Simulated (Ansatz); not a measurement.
Compare A (`CB(C)O[SiH3]`) with its isomer B (`BO[SiH](C)C`).

Calculated with Ansatz (gas phase, PBE0-D4/def2-TZVP geometries, no zero-point term in ΔE). CCSD(T)/CBS adds triple-zeta CCSD(T) − MP2 to the extrapolated MP2 energy (def2 sets, frozen cores). DFT in def2-TZVPP. B3LYP here is the variant with VWN-RPA as its local correlation; programs differ in this. One conformer a species, not always the lowest.

(1) Which is lower in electronic energy at CCSD(T)/CBS, and by how much? (Estimate.)

(2) Give E(B) − E(A) in kcal/mol with MP2/def2-TZVPP, B3LYP, PBE-D4, PBE0-D4, B2PLYP, HF/def2-TZVPP, ωB97M-V. (Estimate.)

Largest T1 diagnostic: 0.012.

Results:

(1) Computed: A, by 0.1 kcal/mol. So small a gap doesn't settle the order.

(2) Ansatz gave: MP2/def2-TZVPP 0.0, B3LYP 0.8, PBE-D4 0.9, PBE0-D4 0.9, B2PLYP 0.4, HF/def2-TZVPP 1.1, ωB97M-V 0.1. None reverses the order clearly.
